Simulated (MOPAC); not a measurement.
Input for MOPAC: PM7 on AlH3O3 (SMILES [OH][Al]([OH])[OH]), a point of a torsion scan.

```
PM7 1SCF PRECISE CHARGE=0 THREADS=1
AlH3O3

O     -1.48129889 1    -0.70179887 1    -0.27099462 1
Al     0.10737282 1    -0.58188064 1    -0.67765113 1
O      1.26311581 1    -1.17685721 1     0.35449893 1
O      0.59589152 1     0.04567291 1    -2.13845905 1
H     -2.25604619 1    -0.56411249 1     0.24942034 1
H      2.20771145 1    -1.23492579 1     0.31171755 1
H      0.16484518 1     0.41243292 1    -2.89780288 1
```

Output:

```
*******************************************************************************
 **                                                                           **
 **                              MOPAC v23.2.5                                **
 **                                                                           **
 *******************************************************************************
 ** MOPAC's Digital Object Identifier: https://doi.org/10.5281/zenodo.6511958 **
 **                                                                           **
 ** Please cite the open-source release paper for use of this MOPAC version:  **
 ** J. E. Moussa and J. J. P. Stewart (2026)                                  **
 ** MOPAC: An open-source semiempirical molecular orbital program             **
 ** J. Open Source Softw., 11(119), 8025, https://doi.org/10.21105/joss.08025 **
 *******************************************************************************

                              PM7 CALCULATION RESULTS

 *******************************************************************************
 *  PM7        - The PM7 Hamiltonian to be used
 *
 *
 *
 *                 CHARGE ON SYSTEM = 0
 *
 *
 *
 *  PRECISE    - TIGHTER CRITERIA TO BE USED
 *  1SCF       - DO 1 SCF AND THEN STOP
 *  THREADS=1  - MULTI-THREADING NOT USED
 *  T=         - A TIME OF 172800.0 SECONDS REQUESTED
 *  DUMP=N     - RESTART FILE WRITTEN EVERY 7200.0 SECONDS REQUESTED
 *******************************************************************************
PM7 1SCF PRECISE CHARGE=0 THREADS=1
 AlH3O3

   ATOM   CHEMICAL          X               Y               Z
  NUMBER   SYMBOL      (ANGSTROMS)     (ANGSTROMS)     (ANGSTROMS)

     1       O         -1.48129889  *  -0.70179887  *  -0.27099462  *
     2      Al          0.10737282  *  -0.58188064  *  -0.67765113  *
     3       O          1.26311581  *  -1.17685721  *   0.35449893  *
     4       O          0.59589152  *   0.04567291  *  -2.13845905  *
     5       H         -2.25604619  *  -0.56411249  *   0.24942034  *
     6       H          2.20771145  *  -1.23492579  *   0.31171755  *
     7       H          0.16484518  *   0.41243292  *  -2.89780288  *



          CARTESIAN COORDINATES

    NO.       ATOM           X           Y           Z

     1         O         -1.4813     -0.7018     -0.2710
     2        Al          0.1074     -0.5819     -0.6777
     3         O          1.2631     -1.1769      0.3545
     4         O          0.5959      0.0457     -2.1385
     5         H         -2.2560     -0.5641      0.2494
     6         H          2.2077     -1.2349      0.3117
     7         H          0.1648      0.4124     -2.8978

 General Reference for PM7:
 "Optimization of Parameters for Semiempirical Methods VI: More Modifications to the
 NDDO Approximations and Re-optimization of Parameters", J. J. P. Stewart, J. Mol. Mod., 1:32, 19 (2013)
 https://link.springer.com/article/10.1007/s00894-012-1667-x

           Empirical Formula: H3 O3 Al  =     7 atoms



      MOLECULAR POINT GROUP   :   C1


      RHF CALCULATION, NO. OF DOUBLY OCCUPIED LEVELS = 12


 -------------------------------------------------------------------------------
 PM7 1SCF PRECISE CHARGE=0 THREADS=1
 AlH3O3



     1SCF WAS SPECIFIED, SO BFGS WAS NOT USED
     SCF FIELD WAS ACHIEVED


                              PM7 CALCULATION
                                                       MOPAC v23.2.5 Linux




          FINAL HEAT OF FORMATION =       -254.45862 KCAL/MOL =   -1064.65488 KJ/MOL


          COSMO AREA              =        100.23 SQUARE ANGSTROMS
          COSMO VOLUME            =         83.67 CUBIC ANGSTROMS

          IONIZATION POTENTIAL    =         11.796531 EV
          HOMO LUMO ENERGIES (EV) =        -11.797  2.940
          NO. OF FILLED LEVELS    =         12
          MOLECULAR WEIGHT        =         78.0034         POINT GROUP:  C1

          MOLECULAR DIMENSIONS (Angstroms)

            Atom       Atom       Distance
            H     6    H     5     4.51431
            H     7    O     3     3.52715
            O     1    H     5     0.23139


          SCF CALCULATIONS        =          1





   ATOM   CHEMICAL          X               Y               Z
  NUMBER   SYMBOL      (ANGSTROMS)     (ANGSTROMS)     (ANGSTROMS)

     1       O         -1.48129889  *  -0.70179887  *  -0.27099462  *
     2      Al          0.10737282  *  -0.58188064  *  -0.67765113  *
     3       O          1.26311581  *  -1.17685721  *   0.35449893  *
     4       O          0.59589152  *   0.04567291  *  -2.13845905  *
     5       H         -2.25604619  *  -0.56411249  *   0.24942034  *
     6       H          2.20771145  *  -1.23492579  *   0.31171755  *
     7       H          0.16484518  *   0.41243292  *  -2.89780288  *

                             CARTESIAN COORDINATES

   1    O       -1.481298890    -0.701798870    -0.270994620
   2   Al        0.107372820    -0.581880640    -0.677651130
   3    O        1.263115810    -1.176857210     0.354498930
   4    O        0.595891520     0.045672910    -2.138459050
   5    H       -2.256046190    -0.564112490     0.249420340
   6    H        2.207711450    -1.234925790     0.311717550
   7    H        0.164845180     0.412432920    -2.897802880


           Empirical Formula: H3 O3 Al  =     7 atoms



      MOLECULAR POINT GROUP   :   C1


                  EIGENVALUES
 -30.00317 -29.80627 -28.16573 -18.34070 -18.00285 -17.16225 -14.30661 -13.97499
 -13.68200 -13.60859 -13.27273 -11.79653   2.94034   3.93293   4.13640   4.95176
   5.63181   5.94757   6.24108  19.63507  19.75212  20.53196  23.40243  23.53848


              NET ATOMIC CHARGES AND DIPOLE CONTRIBUTIONS

  ATOM NO.   TYPE          CHARGE      No. of ELECS.   s-Pop       p-Pop       d-Pop
    1          O          -0.604054        6.6041     1.59144     5.01262
    2         Al           0.695411        2.3046     0.20454     1.15409     0.94596
    3          O          -0.621991        6.6220     1.62631     4.99568
    4          O          -0.627716        6.6277     1.62314     5.00457
    5          H           0.386371        0.6136     0.61363
    6          H           0.385285        0.6147     0.61471
    7          H           0.386692        0.6133     0.61331
 DIPOLE           X         Y         Z       TOTAL
 POINT-CHG.    -0.709     0.905    -0.431     1.227
 HYBRID        -0.119     0.238    -0.065     0.274
 SUM           -0.828     1.143    -0.496     1.496


          ATOMIC ORBITAL ELECTRON POPULATIONS

     Atom    s        px        py        pz      x^2-y^2     xz        z^2       yz        xy
    1  O   1.59144   1.53817   1.78838   1.68607
    2 Al   0.20454   0.42288   0.32547   0.40574   0.17012   0.24362   0.20531   0.14830   0.17861
    3  O   1.62631   1.39779   1.79273   1.80516
    4  O   1.62314   1.72984   1.73600   1.53873
    5  H   0.61363
    6  H   0.61471
    7  H   0.61331

 **********************
 *                    *
 * JOB ENDED NORMALLY *
 *                    *
 **********************




 == MOPAC DONE ==
```

The run finished.

Cost: around 0.04 core-seconds (rough).
